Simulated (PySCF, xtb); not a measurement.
C3H5O, SMILES CC[C]=O, multiplicity 2. The values are those of a single conformer.

Harmonic wavenumbers (cm⁻¹) from GFN2-xTB run with xtb at its own minimum, in rising order: 58, 208, 276, 485, 703, 882, 964, 1071, 1096, 1208, 1271, 1392, 1414, 1493, 1498, 1903, 2903, 2936, 3045, 3049, 3052.

Q: What does PBE-D3(BJ)/def2-SVP (PySCF) give at its own minimum? (Estimate from the structure and the level; the computed values follow.)

A: 71, 219, 304, 485, 697, 818, 954, 1005, 1065, 1199, 1249, 1345, 1360, 1418, 1426, 1895, 2942, 2984, 3000, 3074, 3080. Paired by order, the mean absolute difference is 33 cm⁻¹ and the zero-point energies are 44.2 and 43.7 kcal/mol.
